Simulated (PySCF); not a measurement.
Si(Cl)3(SMe) (CH3Cl3SSi), SMILES CS[Si](Cl)(Cl)Cl. Atoms are numbered in the order given.

```xyz
9

C      0.0059     2.7277     0.0000
S     -1.2847     1.4130     0.0000
Si    -0.0246    -0.2848     0.0000
Cl     1.2092    -0.3225     1.6547
Cl    -1.2336    -1.9423     0.0000
Cl     1.2092    -0.3225    -1.6547
H     -0.5341     3.6833     0.0000
H      0.6288     2.6570    -0.9015
H      0.6288     2.6570     0.9015
```

The structure is a stationary point at B3LYP-D3(BJ)/def2-SVP. This is a generated structure with no PubChem entry under its InChIKey; it may be hypothetical. Other conformers were not sampled.

Two levels are set side by side: PBE/pcSseg-1 (PySCF) and HF/pcSseg-1 (PySCF). GIAO shifts against H2S (³³S), HCl (³⁵Cl), TMS (²⁹Si), TMS (¹H), TMS (¹³C) at the same level; non-relativistic, no solvent, atoms listed together averaged. Without spin–orbit terms, shifts of atoms bonded to Cl or Br come out too high at both levels. Differences are taken from unrounded values.

| quantity | PBE |
|---|---|
| δ(¹³C) of C1 (ppm) | 19.8 |
| δ(³³S) of S2 (ppm) | 191.3 |
| δ(²⁹Si) of Si3 (ppm) | 38.1 |

### Question
These are the PBE values. What does HF give? (An estimate is asked for; the answer gives what the named calculation found.)

### Answer

| quantity | HF | PBE minus HF |
|---|---|---|
| δ(¹³C) of C1 (ppm) | 15.3 | 4.5 |
| δ(³³S) of S2 (ppm) | 78.7 | 112.6 |
| δ(²⁹Si) of Si3 (ppm) | 31.2 | 6.9 |

Rough cost on one machine, each run with all the roots and properties that it gave: HF against PBE within a factor of 2.
